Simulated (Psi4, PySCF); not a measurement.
Cu, charge +1, singlet. Base run: BHANDHLYP/def2-SVP, TDDFT in PySCF.

Here is a job for PySCF.
```python
from pyscf import gto, scf, dft, tdscf

mol = gto.Mole()
mol.atom = '''
    Cu    0.000000    0.000000    0.000000
'''
mol.basis = 'def2-svp'
mol.charge = 1
mol.spin = 0
mol.verbose = 3
mol.build()

mf = dft.RKS(mol)
mf.xc = 'bhandhlyp'
mf.kernel()
td = mf.TDDFT()
td.nstates = 5
td.kernel()
td.analyze()
```

Programs used: Psi4, PySCF; a row that names a program was run with it.

Variants of this job, named by their change:

| change | first excitation (eV) | oscillator strength of the first | second (eV) |
|---|---|---|---|
| base | 3.60 | 0.000 | 3.60 |
| functional = b3lyp | 2.59 | 0.000 | 2.59 |
| nstates = 15 | 3.60 | 0.000 | 3.60 |
| code = psi4 | 3.60 | 0.000 | 3.60 |
| functional = hf | 5.23 | 0.000 | 5.23 |
| functional = wb97x | 2.80 | 0.000 | 2.80 |
| basis = cc-pVDZ | 3.60 | 0.000 | 3.60 |
| conv_tol = 1e-3 | 3.60 | 0.000 | 3.60 |
| functional = pbe0 | 2.99 | 0.000 | 2.99 |
| guess vectors = 13 for 5 states | 3.60 | 0.000 | 3.60 |
| nstates = 10 | 3.60 | 0.000 | 3.60 |

An iterative solver can miss low states, so a row lists the states that it found.
